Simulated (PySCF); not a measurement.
SiHFClBr, SMILES Cl[SiH](F)Br. Atoms are numbered in the order given.

```xyz
5

Si    -0.5886    -0.5420     0.3432
F     -0.9190    -1.6931    -0.7385
Cl    -1.9688     0.9563     0.1172
Br     1.4471     0.2197    -0.0527
H     -0.6677    -1.1198     1.6951
```
Charge 0, spin multiplicity 1.

Geometry: B3LYP-D3(BJ)/def2-SVP.

Computed with B3LYP-D3(BJ)/def2-SVP (PySCF).

Frequencies are harmonic and unscaled.

Computed harmonic wavenumbers and intensities:
| mode | ν (cm⁻¹) | IR (km/mol) | Raman (Å⁴/amu) | depolarisation | moving atoms (share of kinetic energy) |
|---|---|---|---|---|---|
| 1 | 149 | 1.2 | 3.2 | 0.68 | Cl 51 %, Br 24 %, Si 14 %, F 10 % |
| 2 | 214 | 5.3 | 1.5 | 0.64 | F 69 %, Br 19 % |
| 3 | 277 | 13.7 | 2.5 | 0.57 | F 40 %, Si 32 %, Cl 23 % |
| 4 | 439 | 60.4 | 9.2 | 0.13 | Si 64 %, Br 21 % |
| 5 | 579 | 128.5 | 5.5 | 0.42 | Si 55 %, Cl 37 % |
| 6 | 801 | 218.1 | 11.7 | 0.73 | H 90 %, Si 9 % |
| 7 | 823 | 41.7 | 10.3 | 0.74 | H 87 %, F 11 % |
| 8 | 925 | 176.4 | 2.5 | 0.04 | F 49 %, Si 45 % |
| 9 | 2318 | 74.5 | 144.6 | 0.20 | H 97 % |
